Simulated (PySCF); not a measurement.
Spin states of TiF

Unrestricted PBE0; Ti x2c-TZVPPall, F x2c-TZVPPall; spin-free X2C with a Gaussian nucleus (PySCF 2.14). Outer shells of the fragments: Ti 3d2 4s2; F 2s2 2p5.

Followed along the bond (rough minima from three points):

```csv
2Ms+1,unpaired,⟨S²⟩ at the start,R at minimum (Å),Te (eV)
4,"σ ↑, δ ↑↑",3.75,1.77,0.00
4,"σ ↑, π ↑, δ ↑",3.75,1.82,0.03
4,"σ ↑, π ↑, δ ↑",3.75,1.82,0.06
2,δ ↑,1.32,1.76,0.41
4,"σ ↑↑, δ ↑",3.75,1.86,0.59
2,"σ ↓, π ↑, δ ↑",1.72,1.82,0.59
```

Solutions found at the starting distance of 1.880 Å, counted from the lowest of them; the search is not exhaustive and high or unbound solutions are not listed, so other states can lie among these:

| 2Ms+1 | unpaired | term | E (eV) | ⟨S²⟩ | ⟨Lz²⟩ | μ (D) |
| --- | --- | --- | --- | --- | --- | --- |
| 4 | σ ↑, π ↑, δ ↑ | mixed | 0.00 | 3.75 | 4.86 | -3.11 |
| 4 | σ ↑, π ↑, δ ↑ | mixed | 0.03 | 3.75 | 4.97 | -3.25 |
| 4 | σ ↑, δ ↑↑ | ⁴Σ⁻ | 0.07 | 3.75 | 0.00 | -3.78 |
| 2 | δ ↑ | mixed | 0.49 | 1.32 | 4.00 | -2.29 |
| 4 | σ ↑↑, δ ↑ | ⁴Δ | 0.53 | 3.75 | 4.00 | -1.45 |
| 2 | σ ↓, π ↑, δ ↑ | mixed | 0.56 | 1.72 | 4.58 | -2.82 |

A term symbol is given only where ⟨S²⟩ and ⟨Lz²⟩ are close to those of a pure state; real π, δ and φ orbitals otherwise mix terms. A positive dipole means Ti(−)F(+).

Question: Compare the gap between the two lowest followed solutions at the starting distance with the gap between their minima.

Answer: At PBE0 the second solution (quartet, unpaired electrons σ ↑, π ↑, δ ↑) lies -0.07 eV from the first (quartet, unpaired electrons σ ↑, δ ↑↑) at 1.880 Å and +0.03 eV at the minima; the two curves relax by different amounts, since their minima lie near 1.82 and 1.77 Å. A gap this small is a tie at this level.

With d or f electrons several states lie close, and the lowest PBE0 determinant need not be the measured ground state.
